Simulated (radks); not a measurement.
Problem. The mean radii <r> (bohr) of the occupied orbitals of an atom or ion are listed with their occupations. Calculated with a radial shooting solver on a logarithmic mesh with Libxc functionals: scalar-relativistic Kohn-Sham, PBE, spin-unpolarised, spherical densities, point nucleus.

orbital  occ.      <r>
1s          2  0.02409
2s          2   0.1031
2p          6  0.09055
3s          2   0.2723
3p          6   0.2704
3d         10   0.2475
4s          2   0.6225
4p          6   0.6595
4d         10   0.7274
5s          2    1.507
5p          6    1.762
6s          1    4.080
4f          3    1.175

Name the element and its charge.

Solution. Z = 59, praseodymium, charge +1: Pr+ in [Xe] 4f3 6s1. The 1s radius gives Z: for a bare nucleus <r> = (2 gamma + 1)/(2Z) with gamma = sqrt(1 - (Z/c)^2), 0.02377 bohr for Z = 59, and screening makes it slightly larger (0.02409 here). The occupations add up to 58, and the charge is Z minus that.
